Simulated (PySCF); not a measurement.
Which level of theory gave which numbers?

Species: C₂H₇NOSi₂.
Geometry (PBE0-D3(BJ)/def2-SVP, Å), atoms numbered from 1 in this order:
```
atom  x, y, z in Å
C1    -2.672   -0.144    0.049
O2    -1.368    0.371   -0.019
Si3    0.013   -0.557    0.067
Si4    1.766    0.981   -0.154
C5     3.346    0.007   -0.019
N6     4.299   -0.648    0.073
H7    -3.384    0.691   -0.029
H8    -2.859   -0.668    1.004
H9    -2.879   -0.849   -0.778
H10    0.067   -1.570   -1.034
H11    0.114   -1.277    1.375
H12    1.785    1.993    0.939
H13    1.778    1.654   -1.483
```

The closed-shell ground state was solved 7 times with PySCF (density fitting, gas phase), always in the pcSseg-1 basis (151 functions), with these functionals: B97-2, B97-D, BHandHLYP, CAM-B3LYP, HF, LC-wPBE and wB97X-D.

| row | total energy (Eh) | HOMO (eV) | LUMO (eV) | dipole (D) |
| --- | --- | --- | --- | --- |
| P | -789.3003 | -8.29 | -0.83 | 4.39 |
| Q | -789.2292 | -9.74 | 0.17 | 4.49 |
| R | -789.1986 | -7.05 | -1.57 | 4.36 |
| S | -789.2714 | -10.45 | 0.94 | 4.44 |
| T | -789.0337 | -11.23 | 1.42 | 4.44 |
| U | -789.2760 | -9.92 | 0.30 | 4.44 |
| V | -786.9491 | -11.44 | 2.54 | 4.59 |

Which functional belongs to which row?

P = B97-2, Q = BHandHLYP, R = B97-D, S = wB97X-D, T = LC-wPBE, U = CAM-B3LYP, V = HF. By rising HOMO–LUMO gap: B97-D (GGA) 5.48 eV; B97-2 (global hybrid, 21 % exact exchange) 7.46 eV; BHandHLYP (global hybrid, 50 % exact exchange) 9.91 eV; CAM-B3LYP (range-separated hybrid) 10.22 eV; wB97X-D (range-separated hybrid) 11.39 eV; LC-wPBE (range-separated hybrid) 12.65 eV; HF (all exact exchange) 13.98 eV. Total energies of different functionals aren't bounds to one another; each is stationary for its own functional.

One conformer stands for the species.

The pairwise dispersion term of B97-D and wB97X-D wasn't added to the energies; at a given geometry it leaves orbitals and properties as they are.
